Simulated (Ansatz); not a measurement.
Relaxation of C2H6BrFSi (11 atoms, charge 0, multiplicity 1), to a largest force component of 0.015 eV/Å in at most 40 steps.

Theory: Ansatz 0.2.0, RKS PBE0/def2-SVP.

```xyz
11
Properties=species:S:1:pos:R:3
F -1.300 1.612 0.107
C -0.069 1.349 0.432
C 0.386 0.209 -0.455
Si -0.309 -1.419 -0.130
Br 2.360 -0.002 -0.189
H 0.529 2.274 0.277
H -0.018 1.115 1.506
H 0.344 0.497 -1.502
H 0.208 -2.475 -0.944
H -1.836 -1.381 -0.398
H -0.229 -1.835 1.316
```

Task: Where does it end, and by what steps?

Result: The run converged. After 8 steps the energy has fallen by 0.404 eV; F1 moved furthest, 0.27 Å.

| step | energy less start (eV) | largest force component (eV/Å) | accepted |
| --- | --- | --- | --- |
| 0 | 0.0000 | 3.391 | yes |
| 1 | -0.3296 | 1.268 | yes |
| 2 | -0.3933 | 0.201 | yes |
| 3 | -0.3991 | 0.136 | yes |
| 4 | -0.4012 | 0.059 | yes |
| 5 | -0.4026 | 0.055 | yes |
| 6 | -0.4038 | 0.049 | yes |
| 7 | -0.4039 | 0.023 | yes |
| 8 | -0.4040 | 0.007 | yes |

```xyz
11
Properties=species:S:1:pos:R:3
F -1.394 1.465 0.311
C -0.030 1.357 0.440
C 0.455 0.220 -0.443
Si -0.422 -1.445 -0.132
Br 2.370 -0.002 -0.137
H 0.433 2.313 0.147
H 0.215 1.155 1.496
H 0.356 0.496 -1.504
H 0.275 -2.500 -0.922
H -1.849 -1.363 -0.561
H -0.343 -1.752 1.326
```

The run took 46 s on 2 threads of Arm Neoverse V1, on a shared host, peak memory 0.32 GiB.
